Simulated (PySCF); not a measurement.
Species: C₃H₉NOSi.
Structure used (GFN2-xTB), in Å, numbered top down from 1:
```xyz
15
C3H9NOSi angstrom
N      2.2858   -0.0959   -0.6262
Si     1.0316   -0.2509    0.5455
C     -0.2553    1.1465    0.4362
C     -1.3301    0.4855   -0.4271
C     -1.3099   -1.0063   -0.0945
O      0.0230   -1.4341    0.0345
H      3.0721    0.4884   -0.3970
H      2.6080   -0.9485   -1.0566
H      1.4460   -0.5472    1.9203
H     -0.6567    1.3826    1.4214
H      0.0875    2.0762   -0.0092
H     -2.3249    0.9039   -0.2679
H     -1.0661    0.6063   -1.4787
H     -1.7837   -1.6077   -0.8754
H     -1.8317   -1.1908    0.8525
```

The closed-shell SCF was solved with PySCF and density fitting under several settings on one GFN2-xTB geometry (grid level 2 and gas phase unless stated).

```csv
settings,basis functions,SCF cycles,E (Eh),HOMO (eV),LUMO (eV),dipole (D)
PBE0/pcSseg-1,154,12,-538.8196,-7.29,1.15,1.14
PBE0/def2-SVPD,199,13,-538.6057,-7.35,0.57,1.10
```

**Question.** Estimate the row for these settings: revPBE/pcSseg-1.

**Answer.** 
```
       settings  basis functions  SCF cycles     E (Eh)  HOMO (eV)  LUMO (eV)  dipole (D)
revPBE/pcSseg-1              154          15  -539.0842      -5.83       0.36        1.09
```

**Question.** Over all rows, what range does the HOMO–LUMO gap span?

**Answer.** From 6.19 eV (revPBE/pcSseg-1) to 8.44 eV (PBE0/pcSseg-1). The functional of the narrowest has no exact exchange, that of the widest 25 % exact exchange.

**Question.** Compare two rows with the functional PBE0: PBE0/pcSseg-1 and PBE0/def2-SVPD. Which energy is lower, and by how much?

**Answer.** PBE0/pcSseg-1 (154 functions) lies 0.2139 Eh or 134 kcal/mol below PBE0/def2-SVPD (199 functions). The smaller set gives the lower energy; the two sets aren't nested, so the variational bound doesn't order them by size.

Whole jobs, the steps after the SCF included, on one thread of an Arm Neoverse V1, no GPU, shared host:

```tsv
settings	work after the SCF	wall time	peak memory
PBE0/pcSseg-1	shieldings, ring-centre shieldings, charges and field gradients, density and orbital grids written	25 s	0.72 GiB
PBE0/def2-SVPD	6 singlets by full TDDFT, 2 Tamm–Dancoff triplets, polarisability, density and orbital grids written	32 s	0.82 GiB
revPBE/pcSseg-1	shieldings, ring-centre shieldings	24 s	0.63 GiB
```

Cycle counts include a coarse-grid stage where the run had one.

One conformer stands for the species.
